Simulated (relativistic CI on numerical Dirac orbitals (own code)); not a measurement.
## One change at a time: Bi XLV

Base calculation: Dirac-Coulomb-Breit CI, KLI orbitals optimised for each configuration, a model potential for QED, unscaled Slater integrals.

Configuration list (outside the closed core [Ar] 3d10): 4s2 4p6 4d3, 4s2 4p6 4d2 4f, 4s2 4p5 4d4, 4s 4p6 4d4, 4s2 4p5 4d3 4f, 4s 4p6 4d3 4f, 4s2 4p6 4d2 5s, 4s2 4p6 4d 4f 5s, 4s2 4p6 4d2 5p, 4s2 4p6 4d2 5d, 4s2 4p5 4d3 5s, 4p6 4d4 4f, 4s2 4p6 4d2 5f, 4s2 4p5 4d3 5p, 4s 4p6 4d2 4f 5s, 4s2 4p6 4d 5s 5p, 4s2 4p6 4d2 5g, 4s 4p6 4d3 5s, 4s2 4p6 4d2 6s, 4s2 4p6 4d2 6p, 4s2 4p6 4d2 6f, 4s2 4p6 4d2 7p, 4s2 4p6 4d 4f2, 4s2 4p6 4f3, 4s2 4p5 4d 4f3, 4s 4p6 4d 4f3, 4s2 4p6 4f2 5s, 4s2 4p6 4d 5s2, 4s2 4p6 4f 5s2, 4s2 4p5 4d 4f 5s2, 4s 4p6 4d 4f 5s2, 4s2 4p6 4d 5p2, 4s2 4p6 4f 5p2, 4s2 4p5 4d 4f 5p2, 4s 4p6 4d 4f 5p2, 4s2 4p6 5s 5p2. Double excitations out of closed p, d and f shells are left out; levels of such configurations are missing from the list, as are those of other unlisted configurations, and high levels can miss mixing partners. These lack a partner that the ground configuration has and come out too high: 4s2 4p6 4d2 5p, 4s2 4p6 4d2 5d, 4s2 4p5 4d3 5s, 4s2 4p6 4d2 5f, 4s2 4p5 4d3 5p.

Variants: (1) QED terms removed; (2) one mean potential for all configurations. Shifts of the energy above 4s2 4p6 4d3 4F_3/2, in cm⁻¹, for the lowest level and the first level of each name with at least 55 % of one term (blank where a level changes its place among those of its configuration and J or its character, or is not in the variant):

| Level | Base | Δ(1) | Δ(2) |
| --- | --- | --- | --- |
| 4s2 4p6 4d3 4F_3/2 | 0 | 0 | 0 |
| 4s2 4p6 4d3 4F_5/2 | 240689 | -669 | 0 |
| 4s2 4p6 4d3 4P_1/2 | 284469 | -657 | +1 |
| 4s2 4p6 4d3 4F_7/2 | 517357 | -1330 | -1 |
| 4s2 4p6 4d3 2P_1/2 | 565652 | -1332 | +1 |
| 4s2 4p6 4d3 2H_11/2 | 573275 | -1341 | -4 |
| 4s2 4p6 4d3 2F_7/2 | 606320 | -1323 | 0 |
| 4s2 4p6 4d3 2D_3/2 | 685911 | -1354 | +9 |

At this charge energies of transitions that change n are usually good to better than 1 %, and those within a shell (Δn = 0) to a few per cent.

Ionisation energy from the two ground configurations alone: base 2252.82 eV. The NIST ASD value (theoretical) is 2253 eV.

LS names give the leading component of a level, which can be under half, so a name can repeat, a term be missing and a line seem to break the LS rules.
